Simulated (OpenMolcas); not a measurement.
Dy3+: effect of the metal basis and ligand basis

Dy3+ with 6 ligands (bromide) in octahedral coordination (Oh) at 2.82 Å. A charge of +0.5 e stands 2.4 Å behind each ligand.

| Item | Value |
| --- | --- |
| Program | OpenMolcas |
| Method | CASSCF |
| Spin-orbit coupling | RASSI with atomic mean-field integrals over the reference wave functions |

Fixed: active space 9 electrons in 7 orbitals (4f), DKH2 Hamiltonian.

States (labels of O, the rotations of Oh). Energies in cm-1 above the lowest state or level, χT in cm3 K/mol; under a threefold ground state the first gap can be a small split of the lowest multiplet, not the spin-orbit step.

```csv
Run,Metal basis,Ligand basis,Ground state,First state of that spin,First gap with spin-orbit (degeneracies),Width of lowest J,χT at 300 K,Cost
A,ANO-RCC-VDZP,ANO-RCC-VDZP,6T1,6T2 119.8,"13.4 (2, 4)",147,14.006,roughly 4 core-minutes
B,ANO-RCC-VTZP,ANO-RCC-VTZP,6T1,6T2 124.2,"14.5 (2, 4)",165,14.003,roughly 10 core-minutes
```

Against A, the width of the lowest J multiplet changes by +12.2 % in B.

Costs are those of the RASSCF and RASSI steps.

High states are left out of the spin-orbit mixing, which shifts the levels that they would mix with. Without dynamic correlation the ligand-field splitting of an f shell can come out too small, at times by half. No measured value stands beside these numbers; the geometry is a model, was not optimised and need not be the one that this ion takes.
